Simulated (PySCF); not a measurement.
Working out the ionisation energy of Cr⁺

Cr⁺ [Ar] 3d5 (6S) → Cr²⁺ [Ar] 3d4 (5D). All numbers are calculated (PySCF 2.14, no relativity, point nucleus, in def2-TZVPPD (6s6p4d2f1g, 67 functions)). Frozen: [Ne]. Energies in hartree (1 hartree = 27.21139 eV):

```csv
part,Cr⁺ (lower),Cr²⁺ (upper)
UHF,-1043.117298,-1042.561298
MP2 opposite-spin,-0.232469,-0.213753
MP2 same-spin,-0.151028,-0.108966
```

Question: What does Hartree-Fock give?

Answer: (-1042.561298) − (-1043.117298) = 0.556000 hartree = 15.130 eV.

Question: What do MP2 and SCS-MP2 (6/5 opposite-spin, 1/3 same-spin) give?

Answer: The opposite-spin parts differ by 0.509 eV and the same-spin parts by 1.145 eV. MP2: 15.130 + (0.509) + (1.145) = 16.784 eV. SCS-MP2: 15.130 + 1.2 × (0.509) + (1.145)/3 = 16.122 eV.

A first-order spin-orbit estimate adds -0.047 eV to MP2 (valence and next inner shell), giving 16.737 eV against 16.486 eV (measured; NIST Atomic Spectra Database, ionization energies).

The calculation is non-relativistic.

What remains against the reference includes basis incompleteness, the frozen core and correlation beyond second order.
